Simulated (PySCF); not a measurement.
SMILES c1(ccc(C=C)cc1)OC, singlet, GFN2-xTB optimised geometry. Atoms within 1.6 Å of the plane z = 0.6 Å (x, y, z in Å): C1 (1.01, 3.56, -0.03), C2 (1.46, 2.31, 0.00), C3 (0.66, 1.10, 0.00), C4 (1.30, -0.14, 0.00), C5 (0.60, -1.33, 0.00), C6 (-0.79, -1.31, 0.00), O7 (-1.59, -2.41, 0.00), C8 (-0.98, -3.68, 0.00), C9 (-1.45, -0.08, 0.00), C10 (-0.74, 1.10, 0.00), H11 (-0.04, 3.81, -0.06), H12 (1.69, 4.40, -0.03), H13 (2.53, 2.15, 0.02), H14 (2.38, -0.17, 0.00), H15 (1.15, -2.26, 0.01), H16 (-0.37, -3.84, -0.89), H17 (-0.37, -3.84, 0.90), H18 (-1.80, -4.40, 0.01), H19 (-2.53, -0.08, 0.00), H20 (-1.28, 2.03, 0.00).

Calculation: PBE0/def2-SVP run with PySCF 2.14.0.

Map of the HOMO amplitude (bohr^(-3/2)) on the plane z = 0.6 Å; orbital energy -5.98 eV, overall sign arbitrary:

```
|===============================|
|===============================|
|===============================|
|===============++++++==========|
|==============++++++++=========|
|==============++****++=========|
|=============++*#%%*+++========|
|=============++*#@@#+++========|
|==============++*%%#*++========|
|===============++#%#*++========|
|=================+#*+++========|
|=============---:-=+++=========|
|============-::.  :============|
|=========+++=-:.  :-===========|
|========+++*+=--:..-===========|
|========++*##*+=-:.:-==========|
|========++*#%#*+=-:-===========|
|=========++*#%%#*+=============|
|==========++#@@%%#+============|
|===========-+####*++===========|
|==========: .=+**+++===========|
|==========:  -=+++++===========|
|==========-:-=+++++============|
|=============+++++=============|
|============++*+++=============|
|============++++++=============|
|=============++++==============|
|===============================|
|===============================|
|===============================|
|===============================|
```
Scale: ten equal steps from -0.117 (start of ' ') to 0.124 (end of '@'), in the order ' .:-=+*#%@'; x runs from -6.50 to 6.50, y from -6.50 (bottom) to 6.50 (top).
